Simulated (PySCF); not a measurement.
**Worked example: chemical shift, span and skew from a shielding tensor**

C4H8BN, SMILES C1NB(C)C1=C. Atoms are numbered in the order given.

```xyz
14

C     -1.4122     1.6192     0.0000
C     -0.3735     0.7825     0.0000
C      1.1390     1.0511     0.0000
N      1.3679    -0.4040     0.0000
B      0.0014    -0.7623     0.0000
C     -0.7387    -2.1418     0.0000
H     -2.4408     1.2435     0.0000
H     -1.2898     2.7093     0.0000
H      1.5213     1.5708    -0.8985
H      1.5213     1.5708     0.8985
H      2.2696    -0.8654     0.0000
H     -1.3975    -2.2245    -0.8822
H     -0.0561    -3.0066     0.0000
H     -1.3975    -2.2245     0.8822
```

Coordinates come from a B3LYP-D3(BJ)/def2-SVP optimisation. The structure was generated by enumeration, and PubChem lists no compound with its InChIKey, so it may never have been made.

GIAO shieldings from PBE/pcSseg-1 run with PySCF, non-relativistic, no solvent. The symmetric part of the tensor of N4 has the principal values 10.0, 161.0, 186.1 ppm. The same nucleus in NH3 has σ = 267.0 ppm at this level (PySCF, at its B3LYP-D3(BJ)/def2-TZVP geometry).

Q: Work out the isotropic shielding, the ¹⁵N shift against NH3, the span and the skew.

A: 
σ(iso) = (σ11 + σ22 + σ33)/3 = 119.0 ppm. δ = σ(ref) − σ(iso) = 267.0 − (119.0) = 148.0 ppm.
Span Ω = σ33 − σ11 = 176.1 ppm. Skew κ = 3(σ(iso) − σ22)/Ω = -0.71. Tumbling in solution averages the tensor to δ; in a static solid the shielding alone would spread this spin-1/2 line over Ω.
